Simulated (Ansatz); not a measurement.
**From C to Sn: the atomisation energy (no zero-point term)**

One atom is swapped for its congeners: CBrClF2 `FC(F)(Cl)Br`; GeBrClF2 `[F][Ge]([F])([Cl])[Br]`; SnBrClF2 `[F][Sn]([F])([Cl])[Br]`. The Si member is missing. All are singlets with charge 0.

Shapes, held fixed at every level: PBE0-D4/def2-TZVP. Programs: Ansatz 0.2.0. Values in eV.

How should the atomisation energy change along the series?

At CCSD(T)/def2-TZVPP the atomisation energy isn't monotonic: it is largest for Ge and smallest for Sn (16.36 and 14.81 eV). 5 of 7 levels show this order throughout; 5 agree on the largest and the smallest. For atoms past krypton def2 sets carry core potentials with scalar relativity. Relativity is left out for Br, Ge unless named. Correlated rows may include outer-core shells of Br, Ge, Sn, which these sets cover unevenly. Spin-orbit coupling, which grows down the group, is left out (summed over each molecule's free atoms 0.23, 0.34, 0.53 eV).

```
                level  CBrClF2  GeBrClF2  SnBrClF2
          HF/def2-SVP     9.93     11.12      9.54
     SPW92/def2-TZVPP    20.96     19.94     18.38
    PBE-D4/def2-TZVPP    17.62     17.17     15.85
r2SCAN0-D4/def2-TZVPP    15.93     16.31     14.81
       MP2/def2-TZVPP    16.87     17.40     15.67
     CCSD(T)/def2-SVP    15.11     15.26     13.70
   CCSD(T)/def2-TZVPP    15.75     16.36     14.81
```
